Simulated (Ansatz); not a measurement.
Geometry optimisation, RKS BHLYP-D4/def2-SVP in Ansatz 0.2.0.

input.yaml

```yaml
crystal:
  periodic: [false, false, false]
  atoms:
    - { symbol: C, position_ang: [0.1912, -1.8634, -1.864] }
    - { symbol: Si, position_ang: [0.8983, -1.3687, -0.2545] }
    - { symbol: Si, position_ang: [-0.0971, 0.5424, 0.528] }
    - { symbol: "N", position_ang: [0.5761, 1.2729, 1.9353] }
    - { symbol: "N", position_ang: [-0.0944, 1.9202, -0.4086] }
    - { symbol: "N", position_ang: [-1.6816, 0.5706, 0.9637] }
    - { symbol: H, position_ang: [0.3131, -1.0264, -2.6159] }
    - { symbol: H, position_ang: [0.6311, -2.7158, -2.2818] }
    - { symbol: H, position_ang: [-0.9291, -1.9785, -1.7371] }
    - { symbol: H, position_ang: [2.3709, -1.172, -0.4036] }
    - { symbol: H, position_ang: [0.7041, -2.4842, 0.7326] }
    - { symbol: H, position_ang: [1.08171, 0.65362, 2.48129] }
    - { symbol: H, position_ang: [-0.28138, 1.60324, 2.43118] }
    - { symbol: H, position_ang: [-0.2494, 1.6829, -1.3501] }
    - { symbol: H, position_ang: [-0.9757, 2.3727, -0.1513] }
    - { symbol: H, position_ang: [-1.7306, 1.2268, 1.7771] }
    - { symbol: H, position_ang: [-1.912, -0.316, 1.3758] }
basis:
  gaussian: { orbitals: def2-SVP }
hamiltonian:
  xc: { name: BHLYP }
  dispersion: d4
relax:
  f_tol: 0.015
  max_steps: 40
output:
  orbitals: {}
```

Launched with:

```bash
$ ansatz run input.yaml --threads 2 --pin off --max-ram 3072MiB --backend cpu --events-out ev --progress --plain --runs-dir out
```

Problem. Where does it end, and by what steps?

Solution. It converged. The force dipped under the threshold on the way, but the program's further checks kept it going. After 34 steps the energy has fallen by 2.398 eV; H15 moved furthest, 1.48 Å.

```tsv
step	energy less start (eV)	largest force component (eV/Å)	accepted
0	0.0000	4.208	yes
2	-1.8105	0.596	yes
4	-2.0618	0.413	yes
6	-2.2333	0.293	yes
8	-2.3046	0.112	yes
10	-2.3154	0.186	yes
12	-2.3087	0.298	no
14	-2.3412	0.169	yes
16	-2.3519	0.152	yes
18	-2.3679	0.080	yes
20	-2.3733	0.066	yes
22	-2.3821	0.466	yes
24	-2.3961	0.065	yes
26	-2.3968	0.030	yes
28	-2.3972	0.017	yes
30	-2.3975	0.035	yes
32	-2.3978	0.023	yes
34	-2.3980	0.011	yes
```

```xyz
17
Properties=species:S:1:pos:R:3
C 0.108 -1.769 -1.787
Si 0.907 -1.279 -0.150
Si -0.202 0.613 0.686
N 0.709 1.216 2.019
N -0.348 1.963 -0.374
N -1.838 0.086 0.878
H 0.202 -0.952 -2.509
H 0.564 -2.663 -2.220
H -0.959 -1.958 -1.638
H 2.357 -1.015 -0.360
H 0.818 -2.424 0.802
H 1.201 0.596 2.640
H 0.433 2.063 2.489
H -0.975 1.929 -1.159
H 0.442 2.559 -0.549
H -2.562 0.757 1.083
H -2.041 -0.802 1.307
```

The run took 3.6 min on 2 threads of Arm Neoverse V1 (shared host), peak memory 0.44 GiB.
